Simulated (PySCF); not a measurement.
## Telling isomers of C₈H₉FO apart by NMR

In vacuum, relativity neglected, one conformer, fast rotation and ring inversion assumed for equivalent nuclei. PBE0-D3(BJ)/def2-SVP structure; PBE0/pcSseg-1 with gauge-including orbitals; PySCF 2.14.

Shifts are taken against calculated references (same method and geometry level): $^{1}$H (σref 31.27), $^{13}$C (σref 184.41) vs TMS. Splittings of carbon signals by F and P are missing where no couplings were computed. Where no couplings were computed, multiplicities follow the n + 1 count of equivalent neighbours, and m marks all less simple cases (inequivalent or close neighbours, rings, F or P nearby). Shifts are as computed. Against solution values, carbons near 30 ppm lie about +2 ppm off and those near 130 ppm about +5 ppm. Of 1211 compounds with measured shifts, 218 miss one by over three times the rms of a fit or turn the order of signals round; such compounds aren't used in these exercises.

(1) Tabulate the signals of `C#C[C@@H]1C[C@@H](F)/C1=C\OC`, `COCc1ccc(F)cc1` and their relative energies.

(2) What is the quickest way to tell C#C[C@@H]1C[C@@H](F)/C1=C\OC from COCc1ccc(F)cc1?

## Answers

(1) 
| SMILES | carbon types | δC | δH | E rel. (kcal/mol) |
| --- | --- | --- | --- | --- |
| C#C[C@@H]1C[C@@H](F)/C1=C\OC | 2×C 4×CH 1×CH2 1×CH3 | 156.1, 112.8, 90.6, 88.4, 75.1, 56.8, 37.5, 25.0 | 6.40 (m, 1H), 5.68 (m, 1H), 3.83 (s, 3H), 3.61 (m, 1H), 2.51 (m, 1H), 2.32 (m, 1H), 2.04 (d, 1H) | 76.7 |
| COCc1ccc(F)cc1 | 2×C 4×CH 1×CH2 1×CH3 | 170.0, 139.6, 134.6, 120.6, 75.1, 56.4 | 7.48 (m, 2H), 7.14 (m, 2H), 4.38 (s, 2H), 3.07 (s, 3H) | 0.0 |

Energies are electronic energies at PBE0/pcSseg-1 on these geometries, without zero-point or thermal terms, each for the one conformer computed, which needn't be the lowest.

(2) Count the carbon signals: 8 against 6. The first has an allylic sp3 CH at 25.0 ppm, the second an aromatic carbon bearing fluorine (C) at 170.0 ppm. Their most deshielded carbons lie at 156.1 and 170.0 ppm. In the proton spectra the most deshielded non-exchanging signals are 6.40 (m, 1H) and 7.48 (m, 2H).
